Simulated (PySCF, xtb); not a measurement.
C4H4OSe, SMILES C1[Se][C@H](C=O)C=1. Atoms are numbered in the order given.

```xyz
10

O     -1.9410     0.7950    -1.6936
C     -1.8158     0.3429    -0.5863
C     -0.6743     0.6837     0.3372
C      0.4466     1.5078    -0.2430
C      1.4754     0.6524    -0.2272
Se     0.5773    -0.8638     0.5249
H     -2.5594    -0.3804    -0.1637
H     -1.0431     0.9964     1.3277
H      0.3918     2.5370    -0.6069
H      2.5183     0.7359    -0.5393
```

The structure is a stationary point at ωB97X-D3(BJ)/def2-SVP. The structure was generated by enumeration; whether it is a known compound was not checked. The values are those of a single conformer.

Level of theory: C-PCM-M06-2X/def2-SVP (PySCF).

The values are the electrostatic part of the solvation free energy, E(continuum) − E(gas) at the gas-phase geometry, in a cavity of scaled van der Waals radii (PySCF's table); cavitation and dispersion terms are not included. In vacuum the orbital gap is 7.00 eV. The dipole moment in vacuum is 2.07 D.

| solvent | ε | ΔG(elec) (kcal/mol) | dipole (D) | gap (eV) |
|---|---|---|---|---|
| water | 78.36 | -6.2 | 2.66 | 7.08 |
| N,N-dimethylformamide | 37.22 | -6.1 | 2.65 | 7.07 |
| dichloromethane | 8.93 | -5.4 | 2.59 | 7.07 |

For comparison, GFN2-xTB/ALPB(water) (xtb, at the GFN2-xTB geometry, all terms of that model) gives -1.6 kcal/mol.
